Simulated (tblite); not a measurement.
Compound: C₁₇H₁₄N₂.
Geometry (GFN2-xTB, Å), atoms numbered from 1 in this order:
```
atom  x, y, z in Å
C1    -3.2969   -2.3120    1.0386
C2    -3.2278   -1.0027    1.4852
C3    -2.1613   -0.1988    1.1328
C4    -1.1491   -0.6958    0.3130
N5    -0.0647    0.1156   -0.0516
C6     1.2218   -0.4382   -0.1276
C7     2.1006   -0.0523   -1.1390
C8     3.3677   -0.5989   -1.2042
C9     3.7747   -1.5400   -0.2730
C10    2.9022   -1.9319    0.7290
C11    1.6360   -1.3856    0.8075
C12   -0.2617    1.4655   -0.3256
C13    0.7069    2.4232   -0.0138
C14    0.4599    3.7495   -0.3138
C15   -0.7436    4.0833   -0.9176
N16   -1.6715    3.1866   -1.2105
C17   -1.4426    1.9228   -0.9243
C18   -1.2227   -2.0141   -0.1342
C19   -2.2885   -2.8131    0.2321
H20   -4.1308   -2.9376    1.3177
H21   -4.0054   -0.6057    2.1205
H22   -2.1056    0.8186    1.4913
H23    1.7817    0.6722   -1.8745
H24    4.0385   -0.2948   -1.9942
H25    4.7641   -1.9673   -0.3298
H26    3.2121   -2.6632    1.4606
H27    0.9588   -1.6856    1.5937
H28    1.6313    2.1235    0.4593
H29    1.1872    4.5110   -0.0773
H30   -0.9797    5.1053   -1.1794
H31   -2.2307    1.2279   -1.1852
H32   -0.4422   -2.4036   -0.7715
H33   -2.3358   -3.8323   -0.1223
```

Computed geometry: GFN2-xTB, gas phase.

Masses are those of the commonest isotopes; rigid-rotor values at the optimised geometry. The values belong to one conformer with, in the numbering `[cH:1]1[cH:2][cH:3][c:4]([N:5]([c:6]2[cH:7][cH:8][cH:9][cH:10][cH:11]2)[c:12]2[cH:13][cH:14][cH:15][n:16][cH:17]2)[cH:18][cH:19]1`, C3–C4–N5–C6 142°, C4–N5–C6–C7 141°, C4–N5–C12–C13 146°.

**Question.** What are A, B and C (MHz)?

**Answer.** Ia = 1214.54, Ib = 1231.71, Ic = 2260.01 u·Å²; 505379 MHz·u·Å²/I gives A = 416.1, B = 410.3, C = 223.6 MHz.

**Question.** What kind of rotor is it?

**Answer.** A near-oblate asymmetric top; Ray's κ = 0.940.

**Question.** What does the inertial defect say?

**Answer.** Not planar: Δ = Ic − Ia − Ib = -186.25 u·Å². For a rigid frame Δ = −2 Σ m c², so Σ m c² = 93.12 u·Å² lies off the ab plane: 18.42 from hydrogen and 74.71 from heavier atoms. The atom farthest from that plane is 1.33 Å away.

**Question.** Estimate the classical rotational partition function at 10 K, 25 K and 50 K.

**Answer.** Point group C1, symmetry number σ = 1; q = (√π/σ)·√((kT/h)³/(ABC)), k/h = 20836.6 MHz/K: 27300 at 10 K, 108000 at 25 K, 305000 at 50 K.

Its GFN2-xTB frequencies are all real (lowest 43 cm⁻¹). Constants of a rigid frame at the computed geometry: no zero-point averaging, no centrifugal distortion.
